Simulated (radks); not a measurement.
Os0.2+, 75.8 electrons, occupied as [Kr] 4d10 4f14 5s2 5p(up 3, down 2.8) 5d6 6s2 (fractional occupations, a model configuration). All-electron calculation, scalar-relativistic Kohn-Sham, LDA (Slater exchange, Perdew-Wang correlation), spin-polarised, spherical densities, finite nucleus; open shells are filled with parallel spins first (spin-orbit coupling, left out, can overturn this in heavy ions); Fermi nuclear charge, rms radius 5.4126 fm. Program: a radial shooting solver on a logarithmic mesh with Libxc functionals. Some entries of the table are withheld. Estimate them.

orbital  occ.  eigenvalue (eV)  r(max) (bohr)
1s up       1        -73787.61        0.01104
1s down     1        -73787.58        0.01104
2s up       1        -12855.17        0.06345
2s down     1        -12854.94        0.06345
2p up       3        -11202.12        0.05220
2p down     3        -11201.92        0.05220
3s up       1        -2993.036         0.1789
3s down     1        -2992.918         0.1789
3p up       3        -2507.430         0.1775
3p down     3        -2507.303         0.1775
3d up       5        -1962.917         0.1444
3d down     5        -1962.740         0.1444
4s up       1        -632.9084         0.4050
4s down     1        -632.6597         0.4050
4p up       3        -473.4949         0.4252
4p down     3        -473.2414         0.4253
4d up       5        -275.2714         0.4346
4d down     5        -274.9655         0.4346
5s up       1         -94.9075         0.9136
5s down     1         -93.0556         0.9106
4f up       7         -54.9120         0.4049
4f down     7         -54.4177         0.4047
5p up       3              (1)            (2)
5p down   2.8              (3)            (4)
5d up       5          -9.4035          1.352
6s up       1          -8.4214          2.406
6s down     1          -7.2122          2.490
5d down     1          -7.1111          1.350

Answer. 
(1) 5p up eigenvalue (eV): -54.2624
(2) 5p up r(max) (bohr): 1.031
(3) 5p down eigenvalue (eV): -52.0312
(4) 5p down r(max) (bohr): 1.026
